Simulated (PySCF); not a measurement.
Correlation energy of In (indium, neutral)

[Kr] 4d10 5s1 5p1 6s1, high-spin 4P determinant (an excited configuration). All numbers are calculated (PySCF 2.14, scalar relativity by spin-free X2C-1e, in x2c-TZVPPall with one added diffuse shell each of s, p, d, f type (9s7p5d3f, 76 functions)). Frozen: [Ar] 3d10; 21 electrons correlated.

MP2 pair energies summed by pair of shells (mhartree):

| pair | energy | share (%) |
| --- | --- | --- |
| 4d-4d | -167.54 | 52.6 |
| 4p-4d | -54.88 | 17.2 |
| 4d-5s | -28.24 | 8.9 |
| 4p-4p | -16.64 | 5.2 |
| 4d-5p | -15.11 | 4.7 |
| 4s-4d | -11.12 | 3.5 |
| 4s-4p | -8.38 | 2.6 |
| 4d-6s | -3.70 | 1.2 |
| 4p-5s | -3.24 | 1.0 |
| 5p-6s | -2.38 | 0.7 |
| 5s-5p | -2.03 | 0.6 |
| 5s-6s | -1.60 | 0.5 |
| 4s-4s | -1.50 | 0.5 |
| 4p-5p | -1.33 | 0.4 |
| 4p-6s | -0.32 | 0.1 |
| 4s-5s | -0.27 | 0.1 |
| 4s-5p | -0.12 | 0.0 |
| 4s-6s | -0.03 | 0.0 |

Total MP2 correlation energy: -318.46 mhartree.

Same-spin part -119.36 and opposite-spin part -199.10 mhartree; SCS-MP2 scales them by 1/3 and 6/5 to -278.71 mhartree.

This basis was not built for core-valence correlation, so the inner-shell part is incomplete.
